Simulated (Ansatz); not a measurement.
Basis-set extrapolation for `BC1C[SiH2][SiH2]1` (PBE0-D4/def2-TZVP geometry, frozen core, the Gaussian-basis code of Ansatz). Multiplicity 1, RHF reference.

```json
{"": "HF", "def2-TZVPP": "-683.524531", "def2-QZVPP": "-683.547130"}
{"": "MP2 correlation", "def2-TZVPP": "-0.701230", "def2-QZVPP": "-0.746862"}
{"": "CCSD(T) correlation", "def2-TZVPP": "-0.797765", "def2-QZVPP": "not run"}
```

Energies in hartree. Use E(X) = E(∞) + A·exp(−7.88·√X) for Hartree–Fock and E(X) = E(∞) + B·X^(−2.97) for correlation, with X = 3 and 4, and add CCSD(T) minus MP2 of the smaller set to the MP2 limit.

What is the CCSD(T) energy at the basis-set limit?

HF limit: -683.547130 + (-0.022599) × 0.13774 = -683.55024. MP2 limit: -0.746862 + (-0.045632) × 0.74074 = -0.78066. Higher-order term: -0.797765 − (-0.701230) = -0.09653. Total: -684.42743 hartree, 276.0 kJ/mol below CCSD(T)/def2-TZVPP.
